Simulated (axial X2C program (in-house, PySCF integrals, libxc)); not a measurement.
## Potential curves of SnN⁻, two-component

Calculated with an axial X2C code built on PySCF integrals. Two-component (2c) means X2C with spin–orbit coupling and atomic mean-field two-electron Coulomb and Gaunt terms. Basis: Sn dyall-acv3z [12s13p10d5f1g], N dyall-av3z [7s7p3d2f] (cores contracted in-house); Gaussian nuclei, density fitting, unrestricted open shells. Masses: Sn 119.902 u, N 14.003 u.

State: Ω = 0 (closed shell). Energies in cm⁻¹ from the fragments at the same level (Sn- + N). Fits are polynomials in 1 − R0/R over 0.85 to 1.23 times the lowest point R0.

```
 R (Å)   B97-3
1.6321  -17367
1.7072  -24188
1.7634  -27134
1.8197  -28691
1.8760  -29162
1.9417  -28683
2.0073  -27391
2.0917  -24912
2.1949  -21126
2.3450  -15018
```

One determinant describes the state; a PBE0 search over occupations chose it and may have missed a lower one. Closed shells are restricted here (equal orbitals for both partners); the stretched side of such a curve lies too high. De is counted from the lowest determinant-based energies of the atoms at the same level, without counterpoise correction. The functionals have no current-density term, which raises determinants with orbital currents, atoms included.

Task: Fit the B97-3 curve near its minimum: give the equilibrium distance, the harmonic wavenumber and the well depth.

Result: At B97-3, 2c: Re = 1.878 Å, ωe ≈ 833 cm⁻¹, De = 3.62 eV to Sn- + N; Be follows as 0.381 cm⁻¹.
